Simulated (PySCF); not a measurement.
Effect of structural changes

Level of theory: TDDFT CAM-B3LYP/aug-cc-pVDZ circular dichroism and optical rotation, one conformer, gas phase (PySCF). Geometry: GFN2-xTB.

Each molecule in one low-energy conformer. The parent is C[C@@H](F)[Se@+](C)CF.

The molecule is flexible and this is one conformer; a measurement averages over conformers. The calculation is non-relativistic, which matters for the atoms heavier than Zn.

(1) How does the specific rotation at 589.3 nm (origin-invariant length gauge) change along this series?
- C[C@@H](F)[Se@+](C)CF (base)
- C[C@H](F)[Se@+](C)CF (diastereomer)

Results:

(1) 
```tsv
molecule	[α]589 (deg dm⁻¹ (g/mL)⁻¹)	S1 (eV)	R(S1), velocity form (10⁻⁴⁰ esu² cm²)
C[C@@H](F)[Se@+](C)CF	-160.7	6.75	+11.9
C[C@H](F)[Se@+](C)CF	+241.5	6.97	+16.9
```
The specific rotation at 589.3 nm (origin-invariant length gauge) is lowest for C[C@@H](F)[Se@+](C)CF and highest for C[C@H](F)[Se@+](C)CF.
